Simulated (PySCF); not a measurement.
Calculated NMR data

[PySCF 2.14: GFN2-xTB structure; PBE0/pcSseg-1 with gauge-including orbitals; no relativistic terms; equivalent nuclei averaged; no solvent; a single conformation]

Referencing at the same level of theory: TMS for $^{1}$H (σref 31.72), $^{13}$C (σref 186.93). Splittings of carbon signals by F and P are missing where no couplings were computed. Where no couplings were computed, multiplicities follow the n + 1 count of equivalent neighbours, and m marks all less simple cases (inequivalent or close neighbours, rings, F or P nearby). Shifts are as computed. Against solution values, carbons near 30 ppm lie about +3 ppm off and those near 130 ppm about +5 ppm. Of 1309 compounds with measured shifts, 239 miss one by over three times the rms of a fit or turn the order of signals round; such compounds aren't used in these exercises.

**1.** `CC/C(CF)=C1\C=CC1`, C₈H₁₁F. $^{1}$H NMR (500 MHz, computed): δ 6.98 (m, 1H), 6.73 (d, 1H), 5.09 (m, 2H), 3.21 (m, 2H), 2.32 (q, 2H), 1.24 (t, 3H). $^{13}$C{$^{1}$H} NMR (computed): δ 149.3, 148.5, 143.5, 131.0, 86.1, 37.8, 32.1, 17.9.

**2.** `CC(C)[SiH2]O[SiH2]F`, C₃H₁₁FOSi₂. $^{1}$H NMR (500 MHz, computed): δ 4.99 (d, 2H), 4.98 (m, 2H), 1.35 (m, 1H), 1.12 (d, 6H). $^{13}$C{$^{1}$H} NMR (computed): δ 19.4, 18.2.
